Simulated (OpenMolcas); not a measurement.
**Co2+ in a point-charge field**

Co2+ among 8 point charges of -1.6 e arranged as a cube (Oh), 1.96 Å from the ion.

| Quantity | Value |
| --- | --- |
| Program | OpenMolcas 26.06 |
| Method | SS-CASPT2, IPEA 0.25 Eh, imaginary shift 0.1 Eh (closed shells correlated: 3s 3p) |
| Basis | ANO-RCC-VDZP [5s4p2d1f] |
| Scalar Hamiltonian | DKH2, point nucleus |
| Active space | 7 electrons in 5 orbitals (3d) |
| State averaging | 2S+1 = 4 even, 10 roots; 2S+1 = 2 even, 40 roots |
| Spin-orbit coupling | state interaction with AMFI integrals over the reference wave functions |

The lowest spin-free states (labels of O, the rotations of Oh), above the lowest:

```
State  Degeneracy  E (cm-1)  Free-ion L (%)
  4A2           1         0         F (100)
  4T2           3      4470         F (100)
  4T1           3      8460          F (99)
   2E           2     19320          G (82)
  2T1           3     19850          G (81)
  2A1           1     21150         G (100)
  4T1           3     21750          P (99)
  2T2           3     21950          G (95)
  2T1           3     25420          H (60)
  2T2           3     25980          H (80)
  2T1           3     27430          P (61)
   2E           2     27980          H (61)
  2T2           3     30880          D (76)
  2T1           3     31220          H (89)
   2E           2     35560          D (56)
  2A2           1     42500         F (100)
  2T2           3     43030          F (99)
  2T1           3     44380          F (98)
   2E           2     64930         D (100)
  2T2           3     65700          D (99)
```

The lowest levels with spin-orbit coupling:

```
E (cm-1)  Degeneracy  Label      2S+1               g
       0           4     Γ8         4                
    4290           4     Γ8         4                
    4410           2     Γ6         4  1.87 1.87 1.87
    4690           4     Γ8         4                
    4800           2     Γ7         4  3.30 3.30 3.30
    7900           2     Γ6         4  3.85 3.85 3.85
    8360           4     Γ8         4                
    8990           2     Γ7         4  1.32 1.32 1.32
    9070           4     Γ8         4                
   19250           4     Γ8         2                
   19600           2     Γ6         2  2.05 2.05 2.05
   20190           4     Γ8         2                
   21450           2     Γ6         2  0.15 0.15 0.15
   21590           4     Γ8         4                
   21590           2     Γ7         4  2.62 2.62 2.62
   21820           4     Γ8  4 (57 %)                
   21880           4     Γ8  2 (61 %)                
   22250           2     Γ6         4  2.57 2.57 2.57
   22440           2     Γ7         2  2.36 2.36 2.36
   25320           4     Γ8         2
```

Powder χT (cm3 K/mol): 2.49 at 2 K, 2.49 at 10 K, 2.51 at 50 K, 2.53 at 100 K, 2.58 at 200 K, 2.62 at 300 K. The effective moment at 300 K is 2.828 √(χT) = 4.58 μB.

The lowest level has 2S+1 = 4, for which the spin-only value is χT = S(S+1) / 2 = 1.875 cm3 K/mol (g = 2). The computed 2.621 at 300 K differs by +0.746, through orbital momentum, spin-orbit coupling and any other state in reach.

Roots that are degenerate in the reference are averaged as groups; the widest CASPT2 spread within a group is 610 cm-1 (the 3-fold group of multiplicity 4 near 4470 cm-1 above the lowest state of its run). Shifts and gaps below about the spread of the groups concerned are not significant. Free-ion shares, where given, are those of the reference states; single-state CASPT2 does not remix them. This is an electrostatic model: the charges have no orbitals. No measured value stands beside these numbers.

The CASPT2 steps took 2.5 s on 1 thread of Arm Neoverse V2 (shared host); the integral step is not counted.
